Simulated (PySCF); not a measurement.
Two-dimensional NMR puzzle

Compound of formula C₅H₈OSi₂. Correlations simulated from computed shifts and the bond graph:

HSQC (one-bond C–H):
| δH | δC |
| --- | --- |
| 6.83 | 147.7 |
| 2.23 | 25.5 |
| 1.98 | 102.2 |

COSY cross peaks (H two or three bonds apart, from the bond graph; peaks can be absent where the dihedral angle is near 90°):
| δH | δH |
| --- | --- |
| 6.83 | 5.38 |
| 5.29 | 5.22 |

HMBC (two and three bonds, from the bond graph):
| δH | δC |
| --- | --- |
| 6.83 | 173.6, 89.7, 25.5 |
| 5.38 | 173.6, 147.7, 102.2, 89.7 |
| 5.29 | 173.6, 147.7, 25.5 |
| 5.22 | 173.6, 147.7, 25.5 |
| 2.23 | 173.6, 147.7 |
| 1.98 | 89.7 |

Carbons without hydrogens: δ 173.6, 89.7.

Relativity neglected, one computed conformer, fast rotation and ring inversion assumed for equivalent nuclei, no solvent model. Coordinates at the GFN2-xTB level; GIAO PBE0/pcSseg-1 shieldings; PySCF 2.14.

Scale: ¹H and ¹³C against TMS (reference shieldings calculated alike).

Exchangeable hydrogens are left out of these lists.

Which molecule is this?

Results:

`C#C[Si@@H]1C=C(C)[SiH2]O1`.

Atom-mapped SMILES (the numbers label the heavy atoms): `[CH:1]#[C:2][Si@@H:3]1[CH:4]=[C:5]([CH3:6])[SiH2:7][O:8]1`. Each H is labelled by its parent atom. Ha(Si7) is cis to C2 on the ring; Hb(Si7) is trans to C2 on the ring.

δC 173.6 is C5, a fully substituted alkene carbon. δC 147.7 is C4, an alkene CH (δH 6.83). δC 102.2 is C1, a terminal alkyne carbon (δH 1.98). δC 89.7 is C2, an alkyne carbon. δC 25.5 is C6, an allylic methyl carbon (δH 2.23). HMBC from δH 6.83 reaches the proton-free carbons C5, C2. HMBC from δH 5.38 reaches the proton-free carbons C5, C2. HMBC from δH 5.29 reaches the proton-free carbon C5. HMBC from δH 5.22 reaches the proton-free carbon C5. COSY links 6.83–5.38, 5.29–5.22.

This is the structure that produced the data.

Shifts are as computed. Against solution values, carbons near 30 ppm lie about +3 ppm off and those near 130 ppm about +5 ppm. Of 1309 compounds with measured shifts, 239 miss one by over three times the rms of a fit or turn the order of signals round; such compounds aren't used in these exercises.
